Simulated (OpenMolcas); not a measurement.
Ir3+ (d6) among equal point charges was computed by CASSCF with the d shell active (OpenMolcas, ANO-RCC-VTZP on the metal). Its lowest spin-free states, and all those of the highest spin:

```
2S+1  Degeneracy  E (cm-1)
   5           1       0.0
   5           2      6181
   3           1     11179
   3           2     12025
   3           1     12301
   5           1     14613
   3           2     16207
   1           1     17868
   3           1     19207
   3           1     19813
   3           2     19837
   1           1     21854
   5           1     25400
```

Question: Is the site octahedral, tetrahedral or cube-like, axial, or of lower symmetry?

Answer: The states with 2S+1 = 5 have orbital degeneracies 1, 2, 1, 1. There are pairs but no triples, so the site is axial: not cubic, but with a proper or improper axis of order three or more. The run had Ir3+ among 5 point charges of -2 e arranged as a square pyramid (C4v), 2 Å from the ion, with the axial distance 2.300 Å.

Spin-orbit coupling mixes the spin-free states strongly: the lowest level takes only 65 % from its leading state, 2S+1 = 5. Without dynamic correlation the repulsion within the d shell is too large (B by tens of per cent), so at a given field states of lower spin stand too high. This shell can be high or low spin here, a state of another spin lies low, and with metal d orbitals alone active their balance is uncertain, so the ground spin may be wrong. Point charges give a weaker field than real ligands, and real ions of this kind are as a rule low spin; the high spin found here belongs to the model. This is an electrostatic model: the charges have no orbitals. An unlabelled pair can be two single states that coincide in this model. No measured value stands beside these numbers.
